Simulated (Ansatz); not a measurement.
The first iterations of a band of C$_{2}$H$_{7}$AlSi (11 atoms, charge 0, multiplicity 1).

Level of theory: RKS PBE0-D4/def2-SVP (Ansatz).

| Property | Result |
| --- | --- |
| movable images | 4 |
| climbing image | no |
| spring | 5.0 eV/Å² |
| optimiser | quadratic models (default) |
| start path | through a guess of the saddle point |
| force threshold | 0.05 eV/Å |
| iteration limit | 60 |
| end points | relaxed |

Image 0:

```xyz
11
Properties=species:S:1:pos:R:3
C -1.121 1.844 0.375
C -0.041 1.082 0.584
Si -0.056 -0.795 0.595
Al 1.193 -1.671 -1.338
H -2.118 1.410 0.232
H -1.063 2.938 0.347
H 0.927 1.585 0.721
H -1.482 -1.259 0.606
H 0.592 -1.296 1.856
H 2.521 -0.929 -1.822
H 0.713 -2.967 -2.135
```

Image 5:

```xyz
11
Properties=species:S:1:pos:R:3
C -0.853 1.733 -0.035
C -0.201 1.024 0.894
Si 0.048 -0.847 0.829
Al 0.903 -1.491 -1.387
H -1.297 1.266 -0.924
H -0.990 2.817 0.048
H 0.212 1.568 1.753
H -1.225 -1.546 1.204
H 1.056 -1.218 1.879
H 2.227 -0.787 -1.929
H 0.187 -2.575 -2.311
```

| iteration | highest image above the first end (eV) | largest band force component (eV/Å) |
| --- | --- | --- |
| 1 | 2.871 | 7.092 |
| 2 | 1.245 | 3.129 |
| 3 | 0.724 | 1.535 |

Q: Does the band converge within its limit, and where does its top end?

A: The run converged. It ended after 11 iterations with the highest image 0.059 eV above the first end. The highest image is an end point: on this band no image between the ends rises above it.

Run time: 88 s on 2 threads of AMD EPYC 7B13 (Zen 3), with other jobs on the host, peak memory 0.22 GiB.
